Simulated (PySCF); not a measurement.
CH8F2Si3, SMILES FC[SiH2][Si@@H](F)[SiH3]. Atoms are numbered in the order given.

```xyz
14

F     -0.9572     1.8556     0.5424
C     -2.0101     0.9419     0.5321
Si    -1.2868    -0.7850     0.9390
Si     0.9508    -0.4927     0.2863
F      1.6436    -1.9586     0.0414
Si     1.0289     0.7582    -1.7035
H     -2.4661     0.9513    -0.4723
H     -2.7726     1.2820     1.2518
H     -1.9806    -1.8327     0.1287
H     -1.4483    -1.1101     2.3893
H      1.7256     0.1890     1.3664
H      2.0797     0.2044    -2.6117
H     -0.2914     0.6781    -2.4035
H      1.3363     2.1870    -1.4016
```
Charge 0, spin multiplicity 1.

Coordinates come from a PBE0-D3(BJ)/def2-SVP optimisation. The structure was generated by enumeration; whether it is a known compound was not checked. Other conformers were not sampled.

Level of theory: M06-2X/def2-TZVP (PySCF).

Gas-phase values at a fixed geometry.

| Property | Value |
|---|---|
| total energy | -1111.09127 hartree |
| highest occupied level | -8.79 eV |
| lowest empty level | -0.09 eV |
| orbital gap | 8.69 eV |
| dipole moment | 2.17 D |
| quadrupole, principal values (traceless, Buckingham form, about the centre of nuclear charge) | -8.83, 1.74, 7.09 D·Å |
| mean static polarisability | 96.2 bohr³ (14.26 Å³) |
| polarisability, principal values | 82.2, 92.0, 114.4 bohr³ |
